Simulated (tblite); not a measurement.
Computed with GFN2-xTB (tblite): harmonic, unscaled wavenumbers at the GFN2-xTB geometry, gas phase. This tight-binding method is rough: wavenumbers can miss measured ones by several per cent, in bad cases by 10 to 20. Modes of hydrogen on phosphorus and silicon can be 10 to 20 % off. One conformer each. Thermal functions are those of the rigid rotor and harmonic oscillator, without mixing of conformers.

**Question.** Order these by their heat capacity Cp at 298.15 K, highest first (cal/(mol K)).
A. `C=C/C(OC)=P\C1CC1`
B. `C=C[P+]1(C)N(C)C=CN1C`
C. `C=CCN([SiH3])CC1=CC1`
D. `C/N=C/[Si@H]1CC[SiH2]O1`
E. `S=[P@H](Cc1ccccc1)C`
F. `C[SiH2]NC(C)=O`

**Answer.** B (49.6), C (44.2), E (42.5), D (41.6), A (40.1), F (33.0).

```tsv
SMILES	atoms	mass (u)	symmetry number	modes under 300 cm⁻¹	ZPE (kcal/mol)	S translation (cal/(mol K))	S rotation	S vibration	S	Cp
C=C[P+]1(C)N(C)C=CN1C	24	157.09	1	12	123.2	41.1	29.8	45.2	116.2	49.6
C=CCN([SiH3])CC1=CC1	22	139.08	1	9	109.3	40.7	29.6	37.8	108.1	44.2
C[P@H](=S)Cc1ccccc1	21	170.03	1	8	102.2	41.3	30.7	33.0	105.0	42.5
C/N=C/[Si@H]1CC[SiH2]O1	19	145.04	1	8	88.8	40.9	29.7	32.9	103.4	41.6
C=C/C(OC)=P\C1CC1	20	142.05	1	9	100.8	40.8	29.8	31.7	102.3	40.1
C[SiH2]NC(C)=O	15	103.05	1	6	72.3	39.8	27.5	25.3	92.6	33.0
```

Entropies and Cp are for 298.15 K and 1 bar.
